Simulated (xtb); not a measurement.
AlCl₂GeH₃, SMILES [GeH3][Al]([Cl])[Cl]. All values are semi-empirical tight-binding results from xtb (GFN2-xTB unless named), good for trends rather than for accurate numbers. The structure is a stationary point at GFN2-xTB. The structure was generated by enumeration; whether it is a known compound was not checked.

Optimised geometry:

```xyz
7

Al     0.4058    -0.3702     0.3406
Cl     2.3266    -0.5790    -0.2702
Cl    -0.2605    -1.2006     2.0651
Ge    -1.1184     0.9695    -0.9687
H     -1.9952     1.8913    -0.1643
H     -0.4836     1.9023    -1.9631
H     -2.1340     0.2467    -1.8142
```

For metal compounds this method's bond lengths and energies can be far off.

Problem. Estimate the properties. (The exact figures need the calculation; the answer reports its results.)

Solution. 
The orbital gap is 4.21 eV. The zero-point energy is 15.6 kcal/mol. The G − E(el) at 298.15 K (modified RRHO) is -6.9 kcal/mol.

Problem. Give the atomic charges and the Wiberg bond orders between heavy atoms. (Estimate from the structure and the level; the computed values follow.)

Solution. charges (e) Al1 0.34, Cl2 -0.17, Cl3 -0.17, Ge4 0.03, H5 -0.02, H6 -0.01, H7 -0.01. Bond orders Al1–Cl2 1.34, Al1–Cl3 1.34, Al1–Ge4 0.79.
